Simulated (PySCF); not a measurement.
C₄H₃Cl₂F, SMILES [C@H](F)(Cl)C=C=CCl. Atoms are numbered in the order given.

```xyz
10

F     -2.1075    -1.2706     0.4445
C     -1.4487    -0.2680    -0.2000
Cl    -2.6432     1.0355    -0.5936
C     -0.3763     0.2940     0.6822
C      0.8760     0.3868     0.2998
C      2.1158     0.4940    -0.1070
Cl     3.3039    -0.7633     0.1262
H     -1.0663    -0.6393    -1.1592
H     -0.7018     0.6287     1.6748
H      2.5035     1.3787    -0.6191
```
Charge 0, spin multiplicity 1.

Geometry: TPSSh-D3(BJ)/def2-SVP. The structure was generated by enumeration; whether it is a known compound was not checked. One conformer was computed; it need not be the lowest.

Calculation: PBE/pcSseg-1 (PySCF).

GIAO shieldings, no solvent; atoms alike by connectivity are averaged. δ = σ(ref) − σ: ¹⁹F against CFCl3 (σ = 133.6 ppm); ¹³C against TMS (σ = 182.0 ppm); ³⁵Cl against HCl (σ = 936.5 ppm); ¹H against TMS (σ = 31.49 ppm), references at their B3LYP-D3(BJ)/def2-TZVP geometries, non-relativistic (without spin–orbit terms, shifts of atoms bonded to Cl or Br come out too high).

```
nucleus  atoms  count  δ (ppm)
-------  -----  -----  -------
¹⁹F         F1      1   -153.8
¹³C         C5      1    216.8
¹³C         C2      1    116.6
¹³C         C4      1    109.0
¹³C         C6      1    108.0
³⁵Cl       Cl3      1    337.3
³⁵Cl       Cl7      1    225.0
¹H          H8      1     6.85
¹H         H10      1     6.67
¹H          H9      1     6.45
```
